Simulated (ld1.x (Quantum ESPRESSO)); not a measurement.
**Configuration tests for tantalum (Ta) (TM)**

| Item | Value |
| --- | --- |
| Element | Ta (Z = 73) |
| Generator | ld1.x (Quantum ESPRESSO) 7.5 |
| Type | norm-conserving Troullier–Martins (Kleinman–Bylander form) |
| Functional | LDA (PZ) |
| Relativity | fully relativistic |
| Frozen core | [Xe] 4f14 |
| Valence charge | 5 |
| Reference configuration | 5d3 6s1.5 6p0 (charge +0.5) |
| Partial waves | 6s (bound): rc 2.35 bohr; 6p (bound, empty): rc 3.60 bohr; 5d (bound): rc 2.15 bohr |
| Local potential | the d channel |
| Core correction | none |

Open shells are filled in proportion to 2j + 1 (rel_dist='average').

Energies are relative to the spin-unpolarised reference configuration 5d3 6s1.5 6p0; without spin polarisation the order of configurations can differ from experiment. Not all tests gave a result: 1 of 7 tests not solved or not reliable. Left out of the table: 5d2 6s2 6p1 (solver errors, printed error -2.0 eV). The d channel is local and has no spin–orbit splitting in the pseudo-atom.

| valence configuration | charge | ΔE all-electron (eV) | error AE − PS (meV) |
| --- | --- | --- | --- |
| 5d3 6s2 6p0 | 0 | -3.565 | +2.0 |
| 5d3 6s0 6p0 | +2 | 20.447 | +52 |
| 5d4 6s0 6p0 | +1 | 6.600 | -4.1 |
| 5d3 6s0 6p2 | 0 | 5.141 | +29 |

Question: What are ΔE and the potential's error for 5d3 6s1 6p0?

Answer: ΔE = 5.139 eV all-electron; the error (AE − PS) is +3.5 meV.

Question: What are ΔE and the potential's error for 5d1 6s0 6p0?

Answer: ΔE = 79.707 eV all-electron; the error (AE − PS) is +534 meV.

Levels in the configuration 5d3 6s0 6p0:

```tsv
level	all-electron (eV)	pseudo (eV)
5d j=3/2	-19.050	-18.555
5d j=5/2	-18.345	-18.555
```

These tests converged, but a pseudo level misses the all-electron one widely, so the file describes the atom poorly there or has found another state: 5d3 6s0 6p0: empty 6p by 2.5 eV.

Note: ghost states, extra bound levels that the all-electron valence spectrum of the same l lacks: s at -44.0 eV, p3/2 at -11.1 eV, p1/2 at -3.9 eV. A true bound ghost makes a file unfit for plane-wave use. The potential misses its own reference levels by up to 0.4 eV.
